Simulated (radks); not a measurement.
Question: Os IV, 73 electrons, occupied as [Xe] 4f14 5d4 6d1 (not the ground configuration). Method: scalar-relativistic Kohn-Sham, LDA (Slater exchange, Perdew-Wang correlation), spin-polarised, spherical densities, point nucleus; open shells are filled with parallel spins first (spin-orbit coupling, left out, can overturn this in heavy ions); computed with a radial shooting solver on a logarithmic mesh with Libxc functionals. Some entries of the table are withheld. Estimate them.

orbital  occ.  eigenvalue (eV)  <r^2> (bohr^2)  <1/r> (bohr^-1)
1s up       1        -73858.50       0.0004337            90.44
1s down     1        -73858.50       0.0004337            90.44
2s up       1        -12896.42        0.006647            21.17
2s down     1        -12896.14        0.006647            21.17
2p up       3        -11238.15        0.005535            19.05
2p down     3        -11237.92        0.005535            19.05
3s up       1        -3030.266         0.04305            7.841
3s down     1        -3030.133         0.04305            7.841
3p up       3        -2543.483         0.04393            7.208
3p down     3        -2543.342         0.04393            7.208
3d up       5        -1999.011         0.03639            6.803
3d down     5        -1998.804         0.03639            6.802
4s up       1        -669.2557          0.2107            3.347
4s down     1        -668.9721          0.2107            3.347
4p up       3        -509.5438          0.2404            3.033
4p down     3        -509.2577          0.2403            3.033
4d up       5        -311.3240          0.2772            2.707
4d down     5        -310.9791          0.2768            2.708
5s up       1        -130.7205           1.124            1.342
5s down     1        -128.5841           1.112            1.352
4f up       7         -90.9305          0.3818              (1)
4f down     7         -90.3724          0.3764              (2)
5p up       3         -89.5907           1.497            1.144
5p down     3         -86.9754           1.481            1.153
5d up       4         -42.3815           2.754           0.8311
5d down     0         -39.3157           2.776           0.8328
6d up       1         -15.8297           17.50           0.3248
6d down     0         -14.3617           19.17           0.3098

Answer: 
(1) 4f up <1/r> (bohr^-1): 2.240
(2) 4f down <1/r> (bohr^-1): 2.248
